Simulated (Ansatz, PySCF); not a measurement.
Species: CH2BCl2O, charge 0, multiplicity 2. It need not be the lowest isomer of its formula. 
Coordinates optimised at B3LYP-D3(BJ)/def2-TZVP (Ansatz, an electronic-structure program):
```xyz
7

B      0.0440    -0.1428     0.0315
Cl     0.3084     1.5664    -0.3128
Cl     1.4105    -1.2070     0.3091
O     -1.1924    -0.6794     0.0920
C     -2.3776    -0.0485    -0.0881
H     -3.2464    -0.6760     0.0064
H     -2.3897     1.0068    -0.3079
```
Charge 0, spin multiplicity 2.

Total electronic energies in hartree. Valence correlation only, unless marked. Open shells are spin-unrestricted. Spin-orbit coupling is left out. Non-relativistic. CBS marks a two-point X^-3 extrapolation of the correlation energy; Hartree-Fock from the larger set. The bracket is a focal-point correction in the basis named.

```
level                                                                 program  energy (Eh)
-------------------------------------------------------------  --------------  -----------
HF/cc-pV(D+d)Z                                                         Ansatz  -1057.68459
HF-D4/def2-TZVPD                                                PySCF + dftd4  -1057.76701
revPBE-D3(BJ)/def2-TZVPD                                       Ansatz + dftd3  -1059.73489
revPBE/def2-TZVPD                                                      Ansatz  -1059.71991
PBE0/def2-QZVPP                                                        Ansatz  -1059.50302
BHLYP/def2-TZVPD                                                       Ansatz  -1059.86221
r2SCANh-D4/def2-TZVPD                                          Ansatz + dftd4  -1059.79261
M06-2X/def2-TZVPD                                                       PySCF  -1059.84842
LC-wPBE-D4/def2-TZVPD                                          Ansatz + dftd4  -1059.59464
RPA@PBE/cc-pV(Q+d)Z                                                    Ansatz  -1059.22723
SCS-MP2/6-31G*                                                         Ansatz  -1058.22302
SCS-MP2/cc-pV(D+d)Z                                                    Ansatz  -1058.31326
CCSD(T)/STO-3G                                                         Ansatz  -1046.20786
RI-MP2/CBS(cc-pV(T+d)Z,cc-pV(Q+d)Z)+[CCSD(T)-MP2]/cc-pV(D+d)Z          Ansatz   -1058.8085
RI-MP2/CBS(cc-pV(T+d)Z,cc-pV(Q+d)Z)+[CCSD(T)-MP2]/cc-pV(T+d)Z          Ansatz   -1058.8271
```

Totals of different functionals don't rank their quality; only differences between species are comparable.
